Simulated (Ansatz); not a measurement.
Au2Br: single points at one geometry.

```yaml
crystal:
  periodic: [false, false, false]
  atoms:
    - {symbol: Au, position_ang: [0.128827, -0.142000, 0.335457]}
    - {symbol: Au, position_ang: [-1.411283, -1.790416, -0.851596]}
    - {symbol: Br, position_ang: [1.282456, 1.932415, 0.516138]}
basis:
  gaussian: {orbitals: def2-TZVPD, initial_orbitals: start.molden}
magnetization: {spin_polarized: true, initial_magnetization: 1}
hamiltonian: {xc: r2scan, dispersion: d4}
scf: {omitted_lower_state_checks: [starts]}
output: {orbitals: {seedname: orbitals}}
```

The file start.molden holds the orbitals of an earlier run on this structure, at another level or in another basis.

```sh
$ ansatz run in.yaml --threads 4 --pin off --events-out ev --progress --plain --max-ram 3916MiB
```

Output, abridged:

```
Functional definition: r2SCAN
1156 factors; their error is unknown
mean field evaluation 1: about -77437.1906 eV, gradient 7.3e0 eV
mean field evaluation 2: about -77437.3146 eV, gradient 2.4e-1 eV
mean field evaluation 4: about -77437.3077 eV, gradient 1.0e-1 eV
mean field evaluation 8: about -77437.3077 eV, gradient 9.7e-6 eV
mean field -77437.30773800 eV, -2845.7685704790 hartree, gradient 1.0e-5 eV, S^2 0.756644; 0 other end points of the search recorded, 0 dependent functions left out
reference -77437.30776105 eV, -2845.7685713262 hartree; 37, 36 occupied and 106, 107 virtual orbitals, 1156 factors
Total energy: -77437.32809918 eV, -2845.7693187388 hartree
Checks for a lower state left out: starts
```

Run time 8 s (4 threads of Arm Neoverse V2 on a shared host).

The first input with `gaussian: {orbitals: def2-TZVP, initial_orbitals: start.molden}`, `hamiltonian: {xc: {name: r2SCANh}, dispersion: d4}` (abridged; 8.5 s):

```
Functional definition: r2SCANh
mean field -77435.80842515 eV, -2845.7134717483 hartree, gradient 7.4e-6 eV, S^2 0.759513
Total energy: -77435.83222025 eV, -2845.7143462018 hartree
Checks for a lower state left out: starts
```

First input, but with `gaussian: {orbitals: def2-TZVP, initial_orbitals: start.molden}`, `hamiltonian: {xc: hf}` (abridged; 2 s):

```
Functional definition: HF
mean field -77335.80557893 eV, -2842.0384349339 hartree, gradient 1.7e-5 eV, S^2 0.771957
Total energy: -77335.80557893 eV, -2842.0384349339 hartree
Checks for a lower state left out: starts
```

As the first input, with `gaussian: {orbitals: def2-TZVP, initial_orbitals: start.molden}`, `hamiltonian: {xc: {text: "exchange = 0.65*pbe_x + 0.35*exact_x\ncorrelation = pbe_c"}}` (abridged; 4.4 s):

```
Functional definition: unnamed
mean field -77425.89170130 eV, -2845.3490388684 hartree, gradient 1.2e-5 eV, S^2 0.764094
Total energy: -77425.89172788 eV, -2845.3490398452 hartree
Checks for a lower state left out: starts
```

First input, but with `gaussian: {orbitals: def2-TZVP, initial_orbitals: start.molden}`, `hamiltonian: {xc: pbe}`, `correlation: {method: rpa}` and without the key `output` (abridged; 4.6 s):

```
Functional definition: PBE
mean field -77426.36546742 eV, -2845.3664494522 hartree, gradient 3.4e-6 eV, S^2 0.751948
9 core orbitals not correlated: weight in the atoms' cores, before any rotation towards them, 1.000 or more for the frozen orbitals, at most 0.000 for the correlated occupied ones
Total energy: -77374.29970263 eV, -2843.4530678876 hartree
Checks for a lower state left out: starts
```

First input, but with `gaussian: {orbitals: def2-SVP, initial_orbitals: start.molden}`, `hamiltonian: {xc: pbe, dispersion: d4}` (abridged; 1.8 s):

```
Functional definition: PBE
mean field -77417.41758858 eV, -2845.0376209700 hartree, gradient 1.1e-5 eV, S^2 0.751678
Total energy: -77417.52000091 eV, -2845.0413845535 hartree
Checks for a lower state left out: starts
```

The first input with `gaussian: {orbitals: def2-TZVP, initial_orbitals: start.molden}`, `hamiltonian: {xc: pbe0, dispersion: d4}`, `output: {forces: true, orbitals: {seedname: orbitals}}` and without the key `scf` (abridged; 9.5 s):

```
Functional definition: PBE0
mean field evaluation 16: about -77425.8145 eV, gradient 1.5e0 eV
mean field evaluation 32: about -77425.9562 eV, gradient 1.2e-3 eV
mean field -77425.95622267 eV, -2845.3514099850 hartree, gradient 2.5e-5 eV, S^2 0.759939; 6 other end points of the search recorded, 0 dependent functions left out
Total energy: -77426.04499634 eV, -2845.3546723574 hartree
Atom 0 force     0.220423     0.196479     0.203177 eV/Å
Atom 1 force    -0.096186    -0.047331    -0.121066 eV/Å
Atom 2 force    -0.124238    -0.149148    -0.082111 eV/Å
Dipole moment:    -0.434335    -0.644779    -0.182970 e Å
```

Geometry: PBE-D4/def2-TZVP.

In the def2 sets Au takes a core potential; there is no spin–orbit coupling. Correlated methods freeze 9 core orbitals; core or outer-core shells of Au, Br are correlated, in sets that lack core-valence functions. The structure comes from a short search, and lower isomers may exist.
